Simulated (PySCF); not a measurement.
SnO2, SMILES [Sn](=[O])=[O]. Geometry: r2SCAN-D4/def2-TZVP. The def2 effective core potentials stand for the cores of Sn; spin–orbit coupling is left out.

Computed equilibrium geometry at r2SCAN-D4/def2-TZVP (PySCF confirms it by a frequency run) as a Z-matrix, and its point group:
point group D∞h.
```
Sn
O 1 1.8079
O 1 1.8079 2 180.00
```
